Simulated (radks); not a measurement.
Species: W3+. Configuration: [Kr] 4d10 4f14 5s1 5p6 5d4 (not the ground configuration). Method: scalar-relativistic Kohn-Sham, PBEsol, spin-polarised, spherical densities, finite nucleus; open shells are filled with parallel spins first (spin-orbit coupling, left out, can overturn this in heavy ions); Fermi nuclear charge, rms radius 5.3658 fm; computed with a radial shooting solver on a logarithmic mesh with Libxc functionals. Some entries of the table are withheld. Estimate them.

| orbital | occ. | eigenvalue (hartree) | r(max) (bohr) |
|---|---|---|---|
| 1s up | 1 | -2553.295 | 0.01146 |
| 1s down | 1 | -2553.289 | 0.01146 |
| 2s up | 1 | -441.7546 | 0.06570 |
| 2s down | 1 | -441.7426 | 0.06570 |
| 2p up | 3 | -386.6401 | 0.05389 |
| 2p down | 3 | -386.6298 | 0.05389 |
| 3s up | 1 | -102.6704 | 0.1853 |
| 3s down | 1 | -102.6642 | 0.1853 |
| 3p up | 3 | -86.34177 | 0.1834 |
| 3p down | 3 | -86.33512 | 0.1834 |
| 3d up | 5 | -67.52287 | 0.1493 |
| 3d down | 5 | -67.51372 | 0.1494 |
| 4s up | 1 | -22.14585 | 0.4207 |
| 4s down | 1 | -22.13207 | 0.4208 |
| 4p up | 3 | -16.78772 | 0.4412 |
| 4p down | 3 | -16.77338 | 0.4413 |
| 4d up | 5 | -9.98899 | 0.4523 |
| 4d down | 5 | -9.97073 | 0.4523 |
| 5s up | 1 | -4.12707 | (1) |
| 5s down | 0 | -4.01405 | (2) |
| 5p up | 3 | (3) | 1.085 |
| 5p down | 3 | (4) | 1.078 |
| 4f up | 7 | (5) | 0.4285 |
| 4f down | 7 | (6) | 0.4280 |
| 5d up | 4 | -1.25479 | 1.408 |
| 5d down | 0 | -1.11592 | 1.402 |

Answer. 
(1) 5s up r(max) (bohr): 0.9605
(2) 5s down r(max) (bohr): 0.9556
(3) 5p up eigenvalue (hartree): -2.78832
(4) 5p down eigenvalue (hartree): -2.65769
(5) 4f up eigenvalue (hartree): -2.45199
(6) 4f down eigenvalue (hartree): -2.41859
